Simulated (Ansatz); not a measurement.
Ga₈As₉H₂₄⁺, a nanocrystal cut from zinc blende GaAs (hydrogen-capped), relaxed as a singlet with RKS PBE-D4/def2-SVP in Ansatz, starting from a model built from a lattice or polyhedron. Force threshold 0.03 eV/Å.

Single mean-field runs in def2-SVP are fitted with def2-universal-jkfit.

Start:

| atom | x (Å) | y (Å) | z (Å) |
| --- | --- | --- | --- |
| Ga1 | 4.101 | -0.926 | -1.512 |
| Ga2 | 0.911 | -3.024 | -0.401 |
| Ga3 | -1.494 | 2.433 | 3.093 |
| Ga4 | -1.901 | -1.369 | 1.886 |
| Ga5 | 1.312 | 0.745 | 0.807 |
| Ga6 | 0.516 | -0.072 | -3.039 |
| Ga7 | -2.269 | 1.613 | -0.733 |
| Ga8 | -2.685 | -2.158 | -1.950 |
| As9 | 3.749 | 0.632 | 0.352 |
| As10 | 0.906 | 2.319 | 2.628 |
| As11 | 0.482 | -1.509 | 1.420 |
| As12 | 2.900 | -0.181 | -3.529 |
| As13 | -0.264 | -2.303 | -2.401 |
| As14 | -2.301 | 0.182 | 3.738 |
| As15 | -2.676 | 3.168 | 1.096 |
| As16 | -3.092 | -0.612 | -0.099 |
| As17 | 0.108 | 1.510 | -1.215 |
| H18 | 5.619 | -0.989 | -1.786 |
| H19 | 3.606 | -2.349 | -1.123 |
| H20 | 0.402 | -4.461 | 0.001 |
| H21 | 2.403 | -3.115 | -0.685 |
| H22 | -1.745 | 3.418 | 4.262 |
| H23 | -2.430 | -2.765 | 2.314 |
| H24 | -0.238 | 0.423 | -4.297 |
| H25 | -3.022 | 2.105 | -1.996 |
| H26 | -3.209 | -3.593 | -1.525 |
| H27 | -3.420 | -1.703 | -3.206 |
| H28 | 4.446 | 0.137 | 1.587 |
| H29 | 4.188 | 2.013 | -0.064 |
| H30 | 1.638 | 1.848 | 3.864 |
| H31 | 1.392 | 3.688 | 2.228 |
| H32 | 1.214 | -1.942 | 2.702 |
| H33 | 3.167 | -1.154 | -4.624 |
| H34 | 3.433 | 1.196 | -3.912 |
| H35 | -0.030 | -3.249 | -3.559 |
| H36 | -1.575 | -0.290 | 4.989 |
| H37 | -3.819 | 0.250 | 4.015 |
| H38 | -4.169 | 3.246 | 1.371 |
| H39 | -2.187 | 4.557 | 0.709 |
| H40 | -4.570 | -0.557 | 0.174 |
| H41 | 0.603 | 2.842 | -1.577 |

Q: Estimate the energy that the relaxation releases and the steps that it takes.

A: 2.60 eV, in 26 steps; 63 s on 11 threads of AMD EPYC 7R13 on a shared host and a whole NVIDIA H100 80GB HBM3. The force fell under the threshold at step 16, but the optimiser went on and released 0.012 eV more. No frequencies were taken in this run, so the end may be a saddle point.

Q: Does the start keep its bonding and symmetry?

A: By distances, no bond broke or formed. The bond that changes most is Ga2–As11, from 2.41 to 2.56 Å (atoms count from 1).

Q: Predict the relaxed structure.

A: 
```xyz
41

Ga    4.8347   -0.5199   -1.7464
Ga    1.0732   -3.1721   -0.5285
Ga   -1.5268    2.6392    3.3474
Ga   -2.1575   -1.4908    1.8748
Ga    1.2128    0.5206    0.7811
Ga    0.4052   -0.2017   -3.1875
Ga   -2.3674    1.6625   -0.8834
Ga   -2.9961   -2.3101   -2.0544
As    3.6428    0.3421    0.3644
As    0.8216    2.1750    2.6199
As    0.2538   -1.6420    1.3498
As    2.8924   -0.5234   -3.3638
As   -0.4825   -2.2926   -2.2752
As   -2.3316    0.3098    3.6534
As   -2.5445    3.1698    1.1424
As   -3.1212   -0.5679   -0.1867
As    0.0679    1.3407   -1.2215
H     5.7616    0.6883   -2.1323
H     5.1763   -2.0093   -1.3958
H     0.7438   -4.6499   -0.1164
H     2.5175   -2.5738   -0.8067
H    -1.6884    3.6675    4.5177
H    -2.8058   -2.7928    2.4662
H    -0.1763    0.4759   -4.4818
H    -3.1078    2.3650   -2.0769
H    -3.4161   -3.6580   -1.3614
H    -3.6079   -1.6138   -3.3247
H     4.1571   -0.3756    1.6079
H     4.1568    1.7334    0.7279
H     1.6370    1.7819    3.8458
H     1.5157    3.4977    2.3161
H     0.9649   -1.9793    2.6595
H     3.0083   -1.8458   -4.1139
H     3.3115    0.3807   -4.5200
H    -0.2221   -3.2205   -3.4610
H    -1.7545   -0.1682    4.9817
H    -3.7804    0.4518    4.1068
H    -4.0141    3.4491    1.4358
H    -2.1337    4.5987    0.8032
H    -4.5937   -0.3525    0.1554
H     0.6734    2.7103   -1.5190
```
Bond lengths (bridged metal pairs left out): 22 × As–Ga 2.43 to 2.57 Å; 14 × As–H 1.52 to 1.53 Å; 10 × Ga–H 1.57 to 1.59 Å.
